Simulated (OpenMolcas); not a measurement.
**Computed levels of In⁺**

```yaml
Program: OpenMolcas 26.06
Method: "SS-CASPT2, IPEA 0.25 Eh, imaginary shift 0.1 Eh (closed shells correlated: 4d)"
Basis: ANO-RCC-VQZP [8s7p5d3f2g]
Scalar_Hamiltonian: DKH2, point nucleus
Active_space: 2 electrons in 8 orbitals (5s 5p 6s 6p)
State_averaging: 2S+1 = 3 even, 3 roots; 2S+1 = 1 even, 7 roots; 2S+1 = 3 odd, 3 roots; 2S+1 = 1 odd, 3 roots
Spin-orbit_coupling: RASSI with atomic mean-field integrals over the reference wave functions, term energies averaged over their components
```

Spin-free terms above the lowest, with the occupations of the reference (each correlating shell added to its valence partner):

| Configuration | Term | E (cm⁻¹) | Occupations |
| --- | --- | --- | --- |
| 5s² | ¹S | 0.0 | 5s 1.91 5p 0.09 |
| 5s 5p | ³P° | 43260 | 5s 1.00 5p 1.00 |
| 5s 5p | ¹P° | 61770 | 5s 1.00 5p 1.00 |
| 5p² | ³P | 103060 | 5p 2.00 |

With spin-orbit coupling, above the lowest level:

| Configuration | Term | J | E (cm⁻¹) | Measured (cm⁻¹) | g | Term weight % | Second |
| --- | --- | --- | --- | --- | --- | --- | --- |
| 5s² | ¹S | 0 | 0.0 | 0.0 |  | 100 |  |
| 5s 5p | ³P° | 0 | 41270 | 42276 |  | 100 |  |
| 5s 5p | ³P° | 1 | 42210 | 43351 | 1.500 | 100 |  |
| 5s 5p | ³P° | 2 | 44260 | 45830 | 1.501 | 100 |  |
| 5s 5p | ¹P° | 1 | 61830 | 63038 | 1.002 | 100 |  |
| 5p² | ³P | 0 | 101160 | 101608 |  | 100 |  |
| 5p² | ³P | 1 | 102110 | 103249 | 1.501 | 100 |  |
| 5p² | ¹D | 2 | 102530 | 97628 | 1.224 | 55 | 45 ³P |

Against the 7 measured excited levels shown (NIST Handbook of Basic Atomic Spectroscopic Data) the mean absolute deviation is 1600 cm-1; the largest miss in energy is 5p² ¹D₂ [55 %]: computed 102530, measured 97628 cm⁻¹ (+5.0 %).

Spin-orbit coupling puts the lowest level 4.9 cm⁻¹ below the lowest spin-free term.

Over all roots computed the reference weight is 0.86 to 0.94; the roots of lowest weight are the least certain, and an intruder state may touch them. The run also gave levels led by 5s 6s, which use shells meant for correlation; these and all levels above them are left out. The ¹D term of p² mixes with s d, which this space lacks. Measured partners are found by configuration, term and J. A level has none where our copy of the source lacks it or the pairing is in doubt (some pairs that miss far off the trend of their configuration count as doubtful), and it then counts in no deviation. Only configurations of the active space appear. The first state left out of the spin-orbit step lies near 150000 cm-1 above the lowest spin-free state of the reference (among the parities and spins computed), and the list stops at four fifths of that energy or lower.

The term weight is that of the spin-free term in the level, not the purity of its configuration. A share in square brackets marks a mixed level and gives the weight of the term that names it. ° marks odd parity.
